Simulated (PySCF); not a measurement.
# `C=CCN[Si@@H]1C=CC[SiH2]1`: 4 charge schemes on one density

C₆H₁₃NSi₂.
Cartesian coordinates in Å at the GFN2-xTB level; atoms count from 1:
```
atom  x, y, z in Å
C1     3.2972    1.2808   -0.2542
C2     3.2551   -0.0084    0.0199
C3     2.0693   -0.7457    0.5768
N4     0.8904    0.0423    0.8162
Si5   -0.2709    0.3644   -0.4176
C6    -1.7199    1.2509    0.3936
C7    -2.9140    0.6757    0.3256
C8    -3.1819   -0.6401   -0.3388
Si9   -1.5612   -1.4607   -0.9579
H10    4.1827    1.7500   -0.6471
H11    2.4441    1.9210   -0.1039
H12    4.1237   -0.6343   -0.1394
H13    2.3802   -1.2277    1.5153
H14    1.7991   -1.5444   -0.1226
H15    1.0573    0.7533    1.5135
H16    0.2410    1.1797   -1.5442
H17   -1.6250    2.2091    0.8858
H18   -3.7858    1.1528    0.7657
H19   -3.7232   -1.2801    0.3625
H20   -3.8745   -0.4693   -1.1676
H21   -1.7185   -1.8083   -2.3779
H22   -1.3756   -2.7417   -0.2605
```

Density: PBE0/pcSseg-1 (PySCF); schemes: Mulliken, IAO, Hirshfeld and ESP-fitted. Geometry: GFN2-xTB, one conformer, isolated molecule.

For which atoms does the sign change between the 4 schemes (beyond +0.03 e in one, beyond −0.03 e in another)?

C3 and C7. Atomic charges aren't observables, and each scheme defines them in its own way.

Which atoms carry the lowest charge in the Mulliken, IAO, Hirshfeld and ESP-fitted schemes?

All schemes agree: Mulliken N4 (-0.682); IAO N4 (-0.669); Hirshfeld N4 (-0.240); ESP-fitted N4 (-0.706).

Give the atomic charges in each scheme.

In e:

```tsv
atom	environment	Mulliken	IAO	Hirshfeld	ESP-fitted
C1	terminal =CH2 carbon	-0.151	-0.329	-0.113	-0.541
C2	alkene CH carbon	-0.277	-0.152	-0.047	+0.019
C3	sp3 carbon bound to nitrogen	+0.047	-0.146	-0.022	-0.092
N4	silicon-bound nitrogen	-0.682	-0.669	-0.240	-0.706
Si5	SiH silicon	+0.676	+0.736	+0.290	+0.560
C6	alkene CH carbon	-0.412	-0.448	-0.159	-0.582
C7	alkene CH carbon	-0.155	-0.097	-0.028	+0.073
C8	sp3 carbon bound to silicon	-0.490	-0.535	-0.158	-0.206
Si9	SiH2 silicon	+0.321	+0.411	+0.235	+0.222
H10	vinylic hydrogen	+0.118	+0.153	+0.045	+0.197
H11	vinylic hydrogen	+0.114	+0.141	+0.036	+0.221
H12	vinylic hydrogen	+0.100	+0.143	+0.045	+0.091
H13	methylene hydrogen	+0.135	+0.145	+0.044	+0.111
H14	methylene hydrogen	+0.130	+0.142	+0.043	+0.111
H15	N–H hydrogen	+0.193	+0.255	+0.113	+0.388
H16	Si–H hydrogen	-0.069	-0.149	-0.094	-0.128
H17	vinylic hydrogen	+0.110	+0.150	+0.039	+0.210
H18	vinylic hydrogen	+0.100	+0.141	+0.043	+0.072
H19	methylene hydrogen	+0.153	+0.157	+0.043	+0.080
H20	methylene hydrogen	+0.158	+0.159	+0.043	+0.080
H21	Si–H hydrogen	-0.064	-0.109	-0.084	-0.106
H22	Si–H hydrogen	-0.055	-0.100	-0.076	-0.074
```

Mean size of the charges over all atoms: IAO 0.248 e, ESP-fitted 0.221 e, Mulliken 0.214 e, Hirshfeld 0.093 e. Each set sums to the total charge, 0, to within 0.001 e. The ESP scheme fits charges at the nuclei, held to the total charge, to the electrostatic potential on points at 1.4 to 2.0 times the van der Waals radii.

How closely do the schemes follow one another over all atoms?

Correlation coefficient and root-mean-square difference: IAO with Hirshfeld 0.97, 0.196 e; Mulliken with IAO 0.97, 0.075 e; Mulliken with Hirshfeld 0.94, 0.175 e; IAO with ESP-fitted 0.91, 0.127 e; Hirshfeld with ESP-fitted 0.89, 0.197 e; Mulliken with ESP-fitted 0.86, 0.155 e.

Sum the charges by element, for elements with more than one atom.

```csv
element,atoms,Mulliken,IAO,Hirshfeld,ESP-fitted
C,6,-1.439,-1.706,-0.526,-1.328
Si,2,+0.996,+1.147,+0.525,+0.782
H,13,+1.125,+1.228,+0.240,+1.253
```
